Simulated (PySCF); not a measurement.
A structure optimised at PBE-D3(BJ)/def2-SVP, used in a PySCF frequency run:

```
C
F 1 1.3956
C 1 1.5182 2 108.03
H 3 1.1082 1 111.04 2 180.00
H 3 1.1084 4 108.40 1 -121.15
H 3 1.1084 4 108.40 5 -117.70
C 1 1.5486 2 114.39 3 129.72
H 7 1.1077 1 109.17 2 21.94
H 7 1.1087 8 109.25 1 130.12
C 1 1.5486 2 114.39 3 -129.72
H 10 1.1077 1 109.17 2 -21.94
H 10 1.1087 11 109.25 1 -130.12
C 7 1.5515 8 111.80 9 133.86
H 13 1.1069 7 117.20 8 -28.20
H 13 1.1083 14 108.25 10 -128.16
```

Write its SMILES, formula and point group.

CC1(F)CCC1, C5H9F, Cs

What are its rotational constants (standard atomic weights)?

5.1829, 3.1133, 2.8675 GHz
